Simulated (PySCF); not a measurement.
**C₆ coefficients of unlike pairs at UHF**

Calculated with PySCF 2.14 from the dipole response of each species, C₆(A,B) = (3/π) ∫ α_A(iu) α_B(iu) du, in atomic units, from isotropic polarisabilities. For ions this is the dispersion term alone; charge-induced terms of lower order in 1/R come first.

```json
{"species": "In", "configuration": "[Kr] 4d10 5s2 5p1 (2P)", "basis": "aug-cc-pVTZ-PP with one added diffuse shell each of d, f type with ECP28MDF (6s5p5d3f)", "relativity": "core potential", "α (bohr³)": "74.76", "C₆ (like pair)": "797.4"}
{"species": "B²⁺", "configuration": "[He] 2s1 (2S)", "basis": "dyall-av3z (15s9p3d2f)", "relativity": "none", "α (bohr³)": "7.948", "C₆ (like pair)": "11.17"}
{"species": "Sb", "configuration": "[Kr] 4d10 5s2 5p3 (4S)", "basis": "aug-cc-pVQZ-PP with ECP28MDF (7s7p5d3f2g)", "relativity": "core potential", "α (bohr³)": "44.30", "C₆ (like pair)": "486.1"}
{"species": "As³⁺", "configuration": "[Ar] 3d10 4s2 (1S)", "basis": "aug-cc-pwCVDZ-PP with ECP10MDF (6s5p4d1f)", "relativity": "core potential", "α (bohr³)": "7.694", "C₆ (like pair)": "24.30"}
```

Task: Estimate C₆ for Sb with B²⁺.

Result: The integral gives 72.61. The combination rule 2 C_A C_B / (C_A α_B/α_A + C_B α_A/α_B) gives 72.65 and the geometric mean 73.68.

No spin-orbit coupling is included.

The other pairs:

```tsv
pair	C₆
Sb, In	606.4
B²⁺, In	94.08
As³⁺, B²⁺	15.23
As³⁺, In	126.0
As³⁺, Sb	105.8
```
